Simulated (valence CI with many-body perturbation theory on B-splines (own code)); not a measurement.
## Sensitivity of CI+MBPT for K VII

Computed by valence CI with perturbative core correlation (CI+MBPT): three valence electrons over a frozen Dirac-Fock core [Ne], a basis of 6 s, 6 p, 5 d, 3 f, 1 g functions for each j, with the one-electron correlation potential Σ1 (screened to all orders), the two-electron term Σ2, the three-electron term Σ3, Breit, model QED; selected single and double excitations, second order for the rest, scaled by the run's own slope (own B-spline code, finite nucleus).

Set against measurement, 19 paired levels are off by 185 cm⁻¹ on average, the worst by 371. These come from a selection out of Sansonetti, J. Phys. Chem. Ref. Data 37, 7 (2008). Levels without a partner in it may be off by more.

The reference run has the lowest level 3s2.3p 2P°_1/2 and an ionisation energy of 117.970 eV. Its largest variational space holds 2969 state functions.

Names give the largest LS component (configuration and term), which can be under half, so a name can repeat, a term be missing and a line seem to break the LS rules; names also repeat where a configuration has a term twice.

Changed runs:
A. shift of the energy in Σ1 (hartree) 0 → 0.9; logarithmic knot step 0.27 → 0.2
B. orbitals per symmetry with explicit Σ2 and valence Breit (the others get mean screening factors) 5 → 1
C. correlating orbitals by l 3 3 3 2 1 → 4 4 0 0 0; Davidson tolerance 2e-05 → 0.001
D. correlating orbitals by l 3 3 3 2 1 → 0 0 0 0 0 (bad on purpose)

Excitation energies of the reference run in cm⁻¹, and shifts in cm⁻¹:

| Level | Reference | A | B | C | D |
| --- | --- | --- | --- | --- | --- |
| 3s2.3p 2P°_3/2 | 3138 | +2.2 | +1.0 | -3.0 | -3.1 |
| 3s.3p2 4P_1/2 | 114689 | +8.9 | +8.1 | -742 | -1000 |
| 3s.3p2 4P_3/2 | 115833 | +10 | +8.3 | -744 | -1002 |
| 3s.3p2 4P_5/2 | 117572 | +11 | +8.4 | -742 | -999 |
| 3s.3p2 2D_3/2 | 151891 | +16 | -0.6 | +501 | +430 |
| 3s.3p2 2D_5/2 | 152061 | +16 | -0.8 | +503 | +433 |
| 3s.3p2 2S_1/2 | 193456 | +20 | -14 | +1982 | +2454 |
| 3s.3p2 2P_1/2 | 206830 | +21 | +5.2 | +1253 | +1498 |
| 3s.3p2 2P_3/2 | 208762 | +22 | +6.1 | +1239 | +1479 |
| 3s2.3d 2D_3/2 | 250953 | +31 | -19 | +3562 | +3493 |
| 3s2.3d 2D_5/2 | 251076 | +32 | -17 | +3559 | +3488 |
| 3p3 2D°_3/2 | 297650 | +30 | +7.5 | -250 | -496 |
| Ionisation energy (eV) | 117.970 | +0.027 | +0.0048 | -0.124 | -0.092 |
